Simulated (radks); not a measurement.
Species: Te II. Configuration: [Kr] 4d10 5s2 5p3 (the NIST ground configuration).

All-electron calculation, Dirac Kohn-Sham, LDA (Slater exchange, Perdew-Wang correlation), spin-unpolarised, spherical densities, point nucleus; open shells are shared between the two j in proportion to 2j + 1; speed of light set to 116.481 atomic units (0.85 times the physical value, a model run). Program: a radial shooting solver on a logarithmic mesh with Libxc functionals.

Energy parts (hartree):
part                        energy
total                  -6868.60355
kinetic                 7443.40679
electron-nucleus      -16844.67869
Hartree                 2704.82611
exchange-correlation    -172.15776

Orbitals (lengths in bohr, moments of r in powers of bohr; r(max) is where P^2 peaks; r(90%) holds 90 % of the orbital's charge):
orbital  occ.  eigenvalue (hartree)     <r^2>  r(90%)      <r>   r(max)  small-component weight
1s1/2       2             -1179.560  0.001012  0.0492  0.02725  0.01737                5.14e-02
2s1/2       2             -182.9542   0.01622   0.182   0.1169  0.09935                1.10e-02
2p1/2       2             -171.4053   0.01193   0.162  0.09823  0.07563                1.11e-02
2p3/2       4             -156.9368   0.01372   0.172   0.1061  0.08226                1.03e-02
3s1/2       2             -36.69750    0.1149   0.467   0.3167   0.2880                3.23e-03
3p1/2       2             -31.97640    0.1096   0.463   0.3069   0.2742                3.16e-03
3p3/2       4             -29.27197    0.1212   0.486   0.3231   0.2892                2.95e-03
3d3/2       4             -21.09546    0.1026   0.463   0.2940   0.2350                2.79e-03
3d5/2       6             -20.55214    0.1060   0.470   0.2991   0.2392                2.73e-03
4s1/2       2              -6.55285    0.6408    1.09   0.7524   0.6901                9.18e-04
4p1/2       2              -4.92883    0.7096    1.16   0.7882   0.7095                8.31e-04
4p3/2       4              -4.40889    0.7854    1.22   0.8293   0.7445                7.64e-04
4d3/2       4              -1.87815     1.096    1.48   0.9651   0.8054                5.62e-04
4d5/2       6              -1.80329     1.136    1.51   0.9824   0.8181                5.45e-04
5s1/2       2              -0.89283     4.489    2.91    1.992    1.740                1.54e-04
5p1/2       1              -0.54554     6.408    3.52    2.369    2.005                1.08e-04
5p3/2       2              -0.49488     7.193    3.73    2.511    2.126                9.63e-05

The highest occupied level is 5p3/2 at -13.466 eV. The density falls to 0.001 e/bohr^3 at r = 4.23 bohr.
